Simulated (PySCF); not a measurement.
CTe₂, SMILES [Te]=C=[Te]. Geometry optimised at PBE-D3(BJ)/def2-TZVP. The def2 effective core potentials stand for the cores of Te; spin–orbit coupling is left out.

The numbers are results of PBE-D3(BJ)/def2-TZVP (PySCF), not measurements.

Harmonic wavenumbers (cm⁻¹): 243, 243, 252, 1122. Rotational constants (GHz): 0.5427 (linear); symmetry number 2.

Problem. Work out the zero-point energy and the ideal-gas rigid-rotor harmonic-oscillator thermochemistry at 298.15 K and 1 atm.

Solution. ZPE = ½ Σ hcν = ½ × 1860 cm⁻¹ = 2.66 kcal/mol. H − E(el) = 5.67 kcal/mol. Entropy in cal/(mol K): translation 42.65, rotation 19.18, vibration 5.33, total 67.16. G − E(el) = -14.35 kcal/mol. Cp = 12.52 cal/(mol K).
